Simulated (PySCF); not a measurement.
**Excitation energy of In²⁺ by level of theory**

In²⁺ [Kr] 4d10 5s1 (2S) → In²⁺ [Kr] 4d9 5s2 (2D), as a difference of total energies. Computed with PySCF 2.14 in x2c-QZVPPall (13s9p7d4f1g, 112 functions), with scalar relativity by spin-free X2C-1e. Correlated levels: valence and next inner shell: [Ar] 3d10 frozen. The calculations carry no spin-orbit coupling.

```
                                method  excitation energy (eV)
                                   UHF                  14.920
                                   LDA                  14.302
                                   PBE                  14.358
                                  PBE0                  14.655
                                r2SCAN                  14.804
                                 M06-L                  14.892
                                 B3LYP                  14.289
                                PBEsol                  14.432
    MP2 (valence and next inner shell)                  14.591
SCS-MP2 (valence and next inner shell)                  14.447
```

How much does correlation contribute at MP2 (valence and next inner shell)?

14.591 − (14.920) = -0.329 eV, measured against UHF.

A first-order spin-orbit estimate (lowest level to lowest level, LS coupling) adds -0.356 eV.
